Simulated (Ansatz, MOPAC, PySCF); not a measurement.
Isomers of H3B3. All species are isolated molecules in the gas phase. One relaxed conformer stands for each flexible species; it need not be the lowest. Strings in code marks are SMILES.

Quantity: vertical ionisation energy (energy after one electron is removed minus that of the parent at the parent's geometry), in eV. The restricted reference of `B1BB1` and `B=BB` is unstable towards unrestricted orbitals.

Level 1: B3LYP-D3(BJ)/def2-TZVP (PySCF)
Level 2: PBE-D3(BJ)/def2-TZVP // B3LYP-D3(BJ)/def2-TZVP (PySCF)
Level 3: frozen-core MP2/cc-pVQZ // B3LYP-D3(BJ)/def2-TZVP (Ansatz, a first-principles code)
Level 4: minus the HOMO energy of PM7 // B3LYP-D3(BJ)/def2-TZVP (MOPAC)

```tsv
species	level 1	level 2	level 3	level 4
`B1BB1`	9.15	9.26	9.28	8.57
`B=BB` (B–B–B–H torsion 180°)	8.51	8.55	8.48	8.59
```
